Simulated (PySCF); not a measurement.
This PySCF input asks for the NMR shieldings of SMILES C[C@]1(O[Si](C)(C)C)CS1, C₆H₁₄OSSi; the geometry comes from GFN2-xTB.

```python
import basis_set_exchange as bse
import numpy as np
from pyscf import gto, dft
from pyscf.prop import nmr

atoms = """
C     2.857667    0.535416   -0.407303
C     1.640532   -0.076864    0.244017
O     0.514630    0.633209    0.003577
Si   -1.059026    0.180354   -0.223791
C    -1.761804   -0.752011    1.285164
C    -1.234589   -0.872635   -1.801177
C    -1.858950    1.890840   -0.403813
C     1.788232   -0.776560    1.545251
S     1.541413   -1.901225    0.157451
H     3.734660   -0.087752   -0.252603
H     2.682381    0.646412   -1.474439
H     3.031892    1.522437    0.019868
H    -1.304724   -1.731484    1.390661
H    -1.583008   -0.202302    2.206761
H    -2.832379   -0.904338    1.196642
H    -0.897482   -1.893975   -1.648569
H    -0.642451   -0.453410   -2.609858
H    -2.264536   -0.911658   -2.138236
H    -2.929566    1.795013   -0.540017
H    -1.693879    2.503588    0.475850
H    -1.465578    2.431266   -1.257735
H     2.768028   -0.823561    2.000938
H     0.963782   -0.723774    2.241439
"""
names = dict.fromkeys(["C", "O", "Si", "S", "H"], "pcSseg-1")
basis = {el: gto.basis.parse(bse.get_basis(n, elements=[el], fmt="nwchem")) for el, n in names.items()}
mol = gto.M(atom=atoms, basis=basis, charge=0, verbose=0)
mf = dft.RKS(mol, xc="PBE0")
mf.grids.level = 2
mf.grids.alignment = dft.numint.BLKSIZE   # the property module wants whole blocks of grid points
mf.conv_tol = 1e-9
mf.kernel()

calc = nmr.RKS(mf)   # GIAO
C = mf.mo_coeff
Co = C[:, mf.mo_occ > 0]
resp = mf.gen_response(singlet=True, hermi=2)
def vind(x):   # induced exchange potential for any number of trial vectors
    d = np.einsum("pi,xij,qj->xpq", C, 2 * x.reshape(-1, C.shape[1], Co.shape[1]), Co, optimize=True)
    return np.einsum("xpq,pi,qj->xij", resp(d - d.transpose(0, 2, 1)), C, Co, optimize=True).ravel()
mo1, _ = nmr.rhf.solve_mo1(calc, with_cphf=vind)
sigma = calc.kernel(mo1)
for i, s in enumerate(sigma):   # ppm
    print("%2d %-2s %9.2f" % (i, mol.atom_pure_symbol(i), np.trace(s) / 3))
```

Task: What does it print?

Result: 
```
 0 C     153.95
 1 C     109.64
 2 O     243.70
 3 Si    335.49
 4 C     184.93
 5 C     185.00
 6 C     185.81
 7 C     152.46
 8 S     630.01
 9 H      30.62
10 H      29.28
11 H      29.32
12 H      31.24
13 H      31.66
14 H      31.93
15 H      30.85
16 H      31.56
17 H      31.89
18 H      32.20
19 H      31.58
20 H      31.51
21 H      29.40
22 H      29.24
```

These numbers come from an equivalent density-fitted implementation of the same equations, which agrees with the script to about 0.01 ppm for H and up to a few tenths of a ppm for heavy atoms, so last digits may differ.

Size and cost of the density-fitted run: 237 basis functions, 120 s wall time on 1 thread of an Arm Neoverse N1, shared host; peak memory 1.1 GiB.
